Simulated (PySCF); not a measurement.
C3H6BFO, SMILES FCB1CCO1. The structure is a stationary point at PBE0-D3(BJ)/def2-SVP. This is a generated structure with no PubChem entry under its InChIKey; it may be hypothetical. Other conformers were not sampled.

Computed equilibrium geometry at PBE0-D3(BJ)/def2-SVP (PySCF confirms it by a frequency run) as bond lengths and angles, and its point group (one conformer of several):
point group Cs.
Atoms: F1 C2 B3 C4 C5 O6 H7 H8 H9 H10 H11 H12. Bond lengths (Å): F1–C2 1.379, C2–B3 1.570, C2–H7 1.107, C2–H8 1.107, B3–C4 1.582, B3–O6 1.367, C4–C5 1.536, C4–H9 1.099, C4–H10 1.099, C5–O6 1.449, C5–H11 1.101, C5–H12 1.101. Bond angles (°): F1–C2–B3 112.2, F1–C2–H7 109.1, F1–C2–H8 109.1, B3–C2–H7 110.1, B3–C2–H8 110.1, H7–C2–H8 105.9, C2–B3–C4 139.7, C2–B3–O6 124.8, C4–B3–O6 95.4, B3–C4–C5 79.9, B3–C4–H9 117.0, B3–C4–H10 117.0, C5–C4–H9 115.8, C5–C4–H10 115.8, H9–C4–H10 109.1, C4–C5–O6 94.1, C4–C5–H11 116.0, C4–C5–H12 116.0, O6–C5–H11 110.3, O6–C5–H12 110.3, H11–C5–H12 109.1, B3–O6–C5 90.6.
